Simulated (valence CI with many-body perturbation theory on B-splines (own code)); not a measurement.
**Tb¹⁵⁺: calculated level list**

Computed by relativistic CI+MBPT: four valence electrons over a frozen Dirac-Fock core [Kr] 4d10, a basis of 7 s, 7 p, 7 d, 7 f, 4 g, 2 h functions for each j, with the one-electron correlation potential Σ1 (screened to all orders), the two-electron term Σ2, the three-electron term Σ3, Breit, model QED; selected single and double excitations, second order for the rest, scaled by the run's own slope (own B-spline code, finite nucleus).

No measured levels were compared; by estimate terms of the open shell hold to a few per cent of their energy, and close levels can change places; configurations with another count of f electrons can be misplaced by thousands of cm⁻¹.

Levels 91 to 135 of 194, with energies above the lowest level, 4f⁴ ⁵I_4. "Leading %" is the weight of the configuration and term that name the level; weights of strongly mixed levels are sums over their largest components and can fall short. In the jj column 3d3/2^4 stands for four electrons in 3d with j = 3/2.

```
No.  Configuration  Term  J  E (cm⁻¹)  Leading %      g               Leading jj
 91          4f³5s   ³S°  1     79722         54  1.558  4f5/2^2 4f7/2 5s (65 %)
 92          4f³5s   ³K°  6     80211         96  0.862  4f5/2^2 4f7/2 5s (62 %)
 93            4f⁴    ³H  4     80523         60  0.942   4f5/2^2 4f7/2^2 (49 %)
 94          4f³5s   ⁵G°  5     80715         79  1.227  4f5/2 4f7/2^2 5s (72 %)
 95            4f⁴    ³K  8     81140         74  1.091   4f5/2^2 4f7/2^2 (86 %)
 96            4f⁴    ³F  3     81179         75  1.015     4f5/2 4f7/2^3 (69 %)
 97          4f³5s   ¹H°  5     81188         60  1.056  4f5/2 4f7/2^2 5s (66 %)
 98            4f⁴    ³K  7     81320         91  1.024   4f5/2^2 4f7/2^2 (80 %)
 99          4f³5s   ³G°  4     81475         61  1.084  4f5/2 4f7/2^2 5s (72 %)
100          4f³5s   ³K°  7     81787         84  1.018  4f5/2^2 4f7/2 5s (65 %)
101            4f⁴    ³H  5     82511         82  1.016   4f5/2^2 4f7/2^2 (42 %)
102          4f³5s   ³F°  4     83027         51  1.122  4f5/2 4f7/2^2 5s (53 %)
103          4f³5s   ³F°  3     83080         68  1.033  4f5/2 4f7/2^2 5s (70 %)
104            4f⁴    ³H  6     83984         77  1.114   4f5/2^2 4f7/2^2 (52 %)
105          4f³5s   ⁵G°  6     85167         80  1.299        4f7/2^3 5s (48 %)
106          4f³5s   ³P°  2     85218         38  1.279  4f5/2 4f7/2^2 5s (55 %)
107          4f³5s   ³K°  8     85586         88  1.117  4f5/2^2 4f7/2 5s (52 %)
108            4f⁴    ³P  0     86585         86                  4f5/2^4 (50 %)
109          4f³5s   ³D°  1     86732         39  1.234  4f5/2 4f7/2^2 5s (71 %)
110          4f³5s   ³P°  0     87862         76         4f5/2^2 4f7/2 5s (77 %)
111            4f⁴    ¹G  4     88105         59  1.034     4f5/2 4f7/2^3 (56 %)
112          4f³5s   ³G°  5     88222         61  1.163        4f7/2^3 5s (77 %)
113          4f³5s   ³G°  3     89273         92  0.770  4f5/2^2 4f7/2 5s (48 %)
114            4f⁴    ¹L  8     89944         74  1.031     4f5/2 4f7/2^3 (78 %)
115          4f³5s   ³P°  1     90790         42  1.156  4f5/2^2 4f7/2 5s (55 %)
116          4f³5s   ¹K°  7     90924         69  0.981  4f5/2^2 4f7/2 5s (68 %)
117          4f³5s   ³D°  3     91145         89  1.308  4f5/2 4f7/2^2 5s (75 %)
118            4f⁴    ³P  1     92292         94  1.480   4f5/2^2 4f7/2^2 (36 %)
119          4f³5s   ³G°  4     92379         54  1.079  4f5/2 4f7/2^2 5s (39 %)
120            4f⁴    ³I  5     92679         86  0.860   4f5/2^2 4f7/2^2 (42 %)
121            4f⁴    ³I  6     93743         80  1.023   4f5/2^2 4f7/2^2 (62 %)
122          4f³5s   ³D°  2     93878         45  1.255  4f5/2 4f7/2^2 5s (40 %)
123          4f³5s   ⁵D°  3     95550         77  1.448  4f5/2^2 4f7/2 5s (65 %)
124          4f³5s   ⁵D°  2     95554         45  1.377  4f5/2^2 4f7/2 5s (50 %)
125          4f³5s   ³G°  4     95645         47  1.052        4f7/2^3 5s (44 %)
126            4f⁴    ³I  7     95757         93  1.133     4f5/2 4f7/2^3 (70 %)
127          4f³5s   ⁵D°  1     96208         67  1.369  4f5/2 4f7/2^2 5s (47 %)
128          4f³5s   ⁵D°  0     97416         76         4f5/2 4f7/2^2 5s (77 %)
129          4f³5s   ³G°  5     97979         45  1.041  4f5/2^2 4f7/2 5s (66 %)
130            4f⁴    ³G  3     98056         93  0.771   4f5/2^2 4f7/2^2 (49 %)
131            4f⁴    ³G  4     98070         78  1.041     4f5/2^3 4f7/2 (37 %)
132            4f⁴    ³P  2     98786         87  1.450     4f5/2 4f7/2^3 (40 %)
133          4f³5s   ³I°  6     99906         72  1.054  4f5/2^2 4f7/2 5s (64 %)
134            4f⁴    ³G  5    100040         96  1.192     4f5/2 4f7/2^3 (51 %)
135          4f³5s   ³I°  5    100280         52  1.003  4f5/2 4f7/2^2 5s (74 %)
```

Names give the largest LS component (configuration and term), which can be under half, so a name can repeat, a term be missing and a line seem to break the LS rules; names also repeat where a configuration has a term twice.

Where two levels of one J and parity lie close, their mixing, g and order are uncertain.
